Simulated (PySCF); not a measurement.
**C₆ coefficients of unlike pairs at PBE**

Calculated with PySCF 2.14 from the dipole response of each species, C₆(A,B) = (3/π) ∫ α_A(iu) α_B(iu) du, in atomic units, from isotropic polarisabilities. For ions this is the dispersion term alone; charge-induced terms of lower order in 1/R come first.

```csv
species,configuration,basis,relativity,α (bohr³),C₆ (like pair)
Co,[Ar] 3d7 4s2 (4F),aug-cc-pVTZ-DK (8s7p5d3f2g),spin-free X2C,52.50,437.2
Li,[He] 2s1 (2S),aug-cc-pVQZ (6s5p4d3f2g),none,143.5,1145
Ar³⁺,[Ne] 3s2 3p3 (4S),aug-cc-pCVTZ-DK (8s7p5d3f),spin-free X2C,3.578,9.733
S,[Ne] 3s2 3p4 (3P),aug-cc-pVQZ-DK (7s6p4d3f2g),spin-free X2C,21.01,145.3
```

Q: Estimate C₆ for Ar³⁺ with Co.

A: The integral gives 52.63. The combination rule 2 C_A C_B / (C_A α_B/α_A + C_B α_A/α_B) gives 49.31 and the geometric mean 65.23.

No spin-orbit coupling is included.

The other pairs:

```tsv
pair	C₆
S, Ar³⁺	34.98
S, Co	239.7
Li, Co	617.4
Ar³⁺, Li	54.42
S, Li	288.8
```
